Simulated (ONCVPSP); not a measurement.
# Reading a pseudo-wave (Sm (Z = 62))

Columns: radius, all-electron u(r) and pseudo u(r) of the 5p shell (level -36.72 eV) of samarium in the configuration [Kr] 4d10 4f6 5s2 5p6; LDA (Perdew-Zunger), scalar-relativistic, ONCV scheme, ONCVPSP 4.0.1.

```json
{"r (bohr)": "0.138", "all-electron": "0.2133", "pseudo": "0.0216"}
{"r (bohr)": "0.275", "all-electron": "0.0641", "pseudo": "0.0833"}
{"r (bohr)": "0.413", "all-electron": "-0.4002", "pseudo": "0.1791"}
{"r (bohr)": "0.550", "all-electron": "-0.4112", "pseudo": "0.2971"}
{"r (bohr)": "0.688", "all-electron": "-0.1225", "pseudo": "0.4265"}
{"r (bohr)": "0.825", "all-electron": "0.2284", "pseudo": "0.5526"}
{"r (bohr)": "0.963", "all-electron": "0.5262", "pseudo": "0.6656"}
{"r (bohr)": "1.100", "all-electron": "0.7309", "pseudo": "0.7548"}
{"r (bohr)": "1.238", "all-electron": "0.8491", "pseudo": "0.8158"}
{"r (bohr)": "1.375", "all-electron": "0.8965", "pseudo": "0.8457"}
{"r (bohr)": "1.513", "all-electron": "0.8931", "pseudo": "0.8463"}
{"r (bohr)": "1.650", "all-electron": "0.8559", "pseudo": "0.8212"}
{"r (bohr)": "1.788", "all-electron": "0.7976", "pseudo": "0.7759"}
{"r (bohr)": "1.925", "all-electron": "0.7286", "pseudo": "0.7170"}
{"r (bohr)": "2.062", "all-electron": "0.6552", "pseudo": "0.6501"}
{"r (bohr)": "2.200", "all-electron": "0.5815", "pseudo": "0.5797"}
{"r (bohr)": "2.338", "all-electron": "0.5109", "pseudo": "0.5104"}
{"r (bohr)": "2.475", "all-electron": "0.4455", "pseudo": "0.4454"}
{"r (bohr)": "2.613", "all-electron": "0.3854", "pseudo": "0.3853"}
{"r (bohr)": "2.750", "all-electron": "0.3317", "pseudo": "0.3317"}
{"r (bohr)": "2.888", "all-electron": "0.2837", "pseudo": "0.2837"}
{"r (bohr)": "3.025", "all-electron": "0.2419", "pseudo": "0.2418"}
{"r (bohr)": "3.162", "all-electron": "0.2053", "pseudo": "0.2053"}
{"r (bohr)": "3.300", "all-electron": "0.1735", "pseudo": "0.1735"}
{"r (bohr)": "3.438", "all-electron": "0.1461", "pseudo": "0.1461"}
{"r (bohr)": "3.575", "all-electron": "0.1229", "pseudo": "0.1229"}
```

**Question.** How many radial nodes do the two functions have?

**Answer.** The all-electron 5p function has n − l − 1 = 3 (the table is too coarse to show those close to the nucleus); the pseudo-wave has 0, since the states of the same l below it are removed with the core.

**Question.** At about which radius was the pseudo-wave matched?

**Answer.** 2.60 bohr, where the columns begin to agree (steps of 0.14 bohr).

**Question.** Is the pseudo-wave norm-conserving?

**Answer.** Yes: the ONCV scheme keeps the norm inside the radius equal to the all-electron one, which fixes the energy derivative of the logarithmic derivative at the level.
